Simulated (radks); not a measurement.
Species: the bromine ion Br8+. Configuration: [Ar] 3d8 6s1 (not the ground configuration). Calculated with a radial shooting solver on a logarithmic mesh with Libxc functionals: Dirac Kohn-Sham, PBE, spin-unpolarised, spherical densities, point nucleus; open shells fill j = l - 1/2 first.

Spin-orbit splittings of the eigenvalues, e(l+1/2) - e(l-1/2), with zeta = 2 splitting/(2l+1) and mean radii in bohr:

[
 {"shell": "2p", "occ.": "6", "splitting (eV)": "47.55", "zeta (eV)": "31.70", "<r> j=l-1/2": "0.1626", "<r> j=l+1/2": "0.1665"},
 {"shell": "3p", "occ.": "6", "splitting (eV)": "7.326", "zeta (eV)": "4.884", "<r> j=l-1/2": "0.5385", "<r> j=l+1/2": "0.5477"},
 {"shell": "3d", "occ.": "8", "splitting (eV)": "1.254", "zeta (eV)": "0.5016", "<r> j=l-1/2": "0.5384", "<r> j=l+1/2": "0.5413"}
]
